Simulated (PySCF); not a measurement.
C₄H₁₀Be, SMILES C[CH2][Be][CH2]C (connectivity only; charge and spin as stated), charge +1, multiplicity 2.

Geometry: PBE0-D3(BJ)/def2-SVP. The spin state was assumed, not searched. The isomer is the one that the SMILES or the coordinates give; other isomers of the formula were not compared. Other conformers were not sampled.

These are PBE/def2-TZVP (PySCF) values and carry that method's errors.

Gas-phase values at a fixed geometry.

```
Property                                                           Result
------------------------------------------------  -----------------------
total energy                                           -172.65692 hartree
point group                                                            C2
α spin, highest occupied and lowest empty level       -11.81 and -6.20 eV
β spin, highest occupied and lowest empty level      -11.70 and -11.03 eV
dipole moment about the centre of nuclear charge                0.091 e·Å
mean static polarisability                         105.1 bohr³ (15.57 Å³)
polarisability, principal values                  53.1, 57.7, 204.5 bohr³
⟨S²⟩                                              0.753 (pure state 0.75)
```
